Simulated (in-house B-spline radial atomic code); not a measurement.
Ru is squeezed into an impenetrable sphere of radius R (the orbitals vanish at R). No spin polarisation. Method: non-relativistic LDA VWN5, spherical fractional occupations, point nucleus. Calculated with a radial B-spline atomic code at the basis-set limit.

Energies in eV above the free atom in [Kr] 4d7 5s1:

```csv
R (bohr),highest level (eV),[Kr] 4d7 5s1,[Ar] 3d10 4s2 4p5 4d7 4f1 5s1,[Kr] 4d7 5d1,-dE/dV in [Kr] 4d7 5s1 (GPa)
8.22,-3.96,0.08895,55.11,8.253,0.121
6.57,-3.34,0.525,58.47,11.19,1.15
5.26,-1.48,2.307,64.29,17.12,8.45
4.3,2.69,7.524,74.19,28.19,45.4
3.81,7.4,14.52,84.52,39.91,120
2.99,27,50.02,128.5,87.79,798
2.74,39.7,76.85,159.1,119.9,1570
2.03,131,321.6,420.9,382.5,15300
1.98,143,360.9,461.8,423,18400
1.21,731,2935,3041,2973,556000
```

Does [Ar] 3d10 4s2 4p5 4d7 4f1 5s1 fall below [Kr] 4d7 5s1 under compression?

No, it stays above over the whole range.

Does [Kr] 4d7 5d1 fall below [Kr] 4d7 5s1 under compression?

No, it stays above over the whole range.

The highest level is first positive in the row R = 4.3 bohr, pushed up by confinement above the zero of the free ion's potential. Each configuration is held fixed and needn't be the lowest in the sphere.
